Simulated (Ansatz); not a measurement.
Computed with Ansatz.

A structure relaxed at PBE0-D4/def2-TZVP, charge 0, multiplicity 1:

| atom | x (Å) | y (Å) | z (Å) |
| --- | --- | --- | --- |
| C1 | 1.379 | 0.835 | 1.555 |
| C2 | 0.949 | 0.323 | 0.411 |
| Cl3 | 1.657 | -1.128 | -0.222 |
| S4 | -0.282 | 1.108 | -0.568 |
| Si5 | -1.479 | -0.562 | -1.196 |
| H6 | 2.198 | 0.383 | 2.098 |
| H7 | 0.913 | 1.726 | 1.956 |
| H8 | -2.689 | 0.098 | -1.746 |
| H9 | -1.825 | -1.418 | -0.036 |
| H10 | -0.820 | -1.365 | -2.251 |

(1) Give its formula and SMILES.

(2) Summarise the bond lengths by kind.

Results:

(1) C2H5ClSSi, `C=C(Cl)S[SiH3]`.

(2) 1 × C–C 1.326 Å; 2 × C–H 1.082 Å; 1 × C–Cl 1.734 Å; 1 × C–S 1.758 Å; 1 × S–Si 2.148 Å; 3 × H–Si 1.481 to 1.484 Å.
